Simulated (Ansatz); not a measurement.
One change: `C[O][In]([OH])[Br]` becomes `C[O][In]([OH])[OH]`.

Ansatz, PBE0-D4/def2-TZVP geometries, multiplicity 1. Each molecule was computed in one conformer, which needn't be the lowest.

Elements past krypton have def2 core potentials. Scalar relativity is left out up to krypton.

```json
{"property": "LUMO energy (PBE0/def2-TZVPP) / eV", "`C[O][In]([OH])[Br]`": "-2.24"}
{"property": "HOMO energy (ωB97M-V/def2-TZVPP) / eV", "`C[O][In]([OH])[Br]`": "-10.33"}
{"property": "HOMO energy (B3LYP/def2-TZVPP) / eV", "`C[O][In]([OH])[Br]`": "-7.70"}
{"property": "size of the dipole moment (PBE/def2-TZVPP) / D", "`C[O][In]([OH])[Br]`": "1.56"}
{"property": "HOMO–LUMO gap (PBE/def2-TZVPP) / eV", "`C[O][In]([OH])[Br]`": "3.29"}
{"property": "HOMO energy (PBE0/def2-TZVPP) / eV", "`C[O][In]([OH])[Br]`": "-7.93"}
```

(1) What does the change do to each property? (Estimate.)

Answers

(1) The calculation gave: 
```
                                      property  `C[O][In]([OH])[OH]`  shift
            LUMO energy (PBE0/def2-TZVPP) / eV                 -1.87   0.37
         HOMO energy (ωB97M-V/def2-TZVPP) / eV                -10.19   0.14
           HOMO energy (B3LYP/def2-TZVPP) / eV                 -7.54   0.16
size of the dipole moment (PBE/def2-TZVPP) / D                  0.28  -1.28
           HOMO–LUMO gap (PBE/def2-TZVPP) / eV                  3.42   0.13
            HOMO energy (PBE0/def2-TZVPP) / eV                 -7.76   0.17
```

With PBE0 the HOMO rises by 0.17 eV and the LUMO rises by 0.37 eV, so the gap widens by about 0.20 eV. PBE moves the HOMO by 0.21 eV and ωB97M-V by 0.14 eV. Dipoles are sizes alone; their direction can turn.

B3LYP here is the variant with VWN-RPA as its local correlation; programs differ in this.

Spin–orbit coupling is left out; it splits and shifts lone-pair levels of the heavy atoms by tenths of an eV.
